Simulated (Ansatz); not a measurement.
A run for Ansatz (a quantum-chemistry and plane-wave program): U-BHLYP/def2-TZVPP on TaB, 2S+1 = 3, a spin state set in the input, which need not be the lowest, a point of a bond scan (R = 1.985 Å). Elements past Kr take the def2 small-core potentials; no spin–orbit coupling.

Ansatz 0.2 input:
```yaml
crystal:
  periodic: [false, false, false]
  atoms:
    - {symbol: Ta, position_ang: [0.00000000, 0.00000000, 0.00000000]}
    - {symbol: B, position_ang: [0.00000000, 0.00000000, 1.98476700]}
basis:
  gaussian:
    orbitals: def2-TZVPP
    pivot_positions_ang: [[0.00000000, 0.00000000, 0.00000000], [0.00000000, 0.00000000, 1.98476700]]
hamiltonian:
  xc: {name: BHLYP}
magnetization: {spin_polarized: true, initial_magnetization: 2}
output: {forces: true, orbitals: {seedname: ./end}}
```

The head of its log:

```
WARN ansatz: RAYON_NUM_THREADS=2 ignored (pool sized by the plan → 2); use --threads N
Functional definition: BHLYP
integrals: 0.02 GiB planned
667 factors; their error is unknown
mean field: 0.28 GiB planned
mean field evaluation 1: about -2208.9194 eV, gradient 3.5e1 eV
mean field evaluation 2: about -2165.5275 eV, gradient 8.2e1 eV
```

Question: Give the final energy of this run.

Answer: -81.4595 hartree. Its determinant has ⟨S²⟩ = 2.60, a mixture of spin states.
